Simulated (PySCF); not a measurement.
CH4F2NSi (doublet state).
Z-matrix (Å and degrees, GFN2-xTB geometry), rows numbered from 1:
```
F 
C   1  1.3490
F   2  1.3580  1  108.89
N   2  1.3618  1  115.10  3   132.62
Si  4  1.7502  2  124.99  1    11.68
H   4  1.0070  2  112.50  1  -163.14
H   5  1.4591  4  101.25  2   173.84
H   5  1.4625  4  109.85  2   -66.37
H   5  1.4603  4  106.88  2    54.38
```

The hyperfine couplings belong to this conformer and change with its torsions.

Identity: `F[C](F)N[SiH3]` [radical].

Method used: PySCF 2.14.0, UKS B3LYP, pcH-1 on C F H N Si, non-relativistic, mean-field spin-orbit, GIAO. One conformer (not necessarily the lowest) at the GFN2-xTB geometry, without solvent, vibrations or thermal averaging. The geometry wasn't refined by DFT: couplings that depend on bond lengths, twists or pyramidal angles can differ widely from those at the functional's own minimum. No stability test was run, so a lower SCF solution isn't excluded.

**Question.** What is the g tensor, term by term?

**Answer.** 
```json
{"Δg (ppm)": "relativistic mass correction", "1": "-254", "2": "-254", "3": "-254"}
{"Δg (ppm)": "gauge correction", "1": "23", "2": "7", "3": "3"}
{"Δg (ppm)": "orbital Zeeman/spin–orbit", "1": "-184", "2": "1658", "3": "1988"}
{"Δg (ppm)": "total", "1": "-415", "2": "1411", "3": "1737"}
```

So g = 2.00190, 2.00373, 2.00406 and g_iso = 2.00323; the tensor is rhombic: the two nearest values differ by 15 % of g3 − g1. Axes: g3 points within 14° of the F1–C2 bond.

**Question.** Average each term over the three axes. Which is largest in size?

**Answer.** The orbital-Zeeman/spin–orbit term 1154, the mass correction -254 and the gauge correction 11 ppm, for a total of 911 ppm. The orbital-Zeeman/spin–orbit term is the largest in size. The mass correction is the same along every axis, so the anisotropy comes from the other two: their spans along these axes are 20 (gauge) and 2172 ppm (orbital Zeeman/spin–orbit).

**Question.** What effective moment and Curie constant follow for a powder?

**Answer.** With the mean of g² = 4.0129 and S(S+1) = 0.75: μ_eff = √(⟨g²⟩S(S+1)) = 1.735 μB and χT = 0.12505·⟨g²⟩·S(S+1) = 0.376 cm³ K/mol (cgs; spin-Hamiltonian part alone).

**Question.** What are the electron Larmor frequencies g μB B/h along the three axes at 3350 mT?

**Answer.** 93.8642, 93.9498, 93.9650 GHz for g1, g2 and g3, a range of 100.9 MHz.

**Question.** In a frozen sample, at which fields do the three g values resonate at 9.5, 34, 94 and 263 GHz (hyperfine left aside), and which band first spreads them over more than twice a line width of 1.0 mT?

**Answer.** 
```
band    GHz  B(g3) mT  B(g2) mT  B(g1) mT  spread mT
   X    9.5    338.69    338.74    339.05       0.36
   Q   34.0   1212.15   1212.35   1213.46       1.30
   W   94.0   3351.25   3351.79   3354.85       3.60
   J  263.0   9376.36   9377.88   9386.44      10.08
```

The spread grows in proportion to the frequency. W band is the first where it exceeds 2.0 mT.

The largest Mulliken spin populations are on C2 (+0.77) and N4 (+0.10). No atom but C2 exceeds +0.15. The angles at C2 add up to 340.3°, so it is pyramidal.

The HOMO–LUMO gaps are 5.22 eV among the α and 7.07 eV among the β orbitals.

Hardware: one thread of an Arm Neoverse N1, no GPU, on a shared host. Cost: 33 s.
